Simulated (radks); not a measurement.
The table gives one normalised radial function P(r) = r R(r) of Pb10+ in [Kr] 4d10 4f14 5s1 5p6 5d5 (r in bohr). Method: scalar-relativistic Kohn-Sham, PBEsol, spin-polarised, spherical densities, finite nucleus; open shells are filled with parallel spins first (spin-orbit coupling, left out, can overturn this in heavy ions); Fermi nuclear charge, rms radius 5.5012 fm; computed with a radial shooting solver on a logarithmic mesh with Libxc functionals.

r,P
0.0007009,0.0000
0.001063,0.0000
0.001598,0.0001
0.002422,0.0003
0.003642,0.0010
0.005521,0.0030
0.008303,0.0089
0.01249,0.0253
0.01893,0.0704
0.02846,0.1777
0.04315,0.4041
0.06489,0.7473
0.09836,1.0100
0.1479,0.6705
0.2242,-0.5414
0.3372,-1.6237
0.5111,-1.4185
0.7686,-0.5390
1.165,-0.0750
1.752,-0.0029
2.656,0.0000

Which n and l does it have? It may be an empty orbital.

Answer. n = 4, l = 2: the number of nodes gives n - l - 1 = 1, the rise at small r (about r^(l+1), flatter next to the nucleus through relativity) gives l, and the extent must fit the shell. The curve is that of 4d down; the table hardly tells the two spins apart. 4d down: eigenvalue -573.56 eV, 1 radial node at r = 0.191 bohr, <r> = 0.430 bohr, 90 % of the charge inside 0.639 bohr.
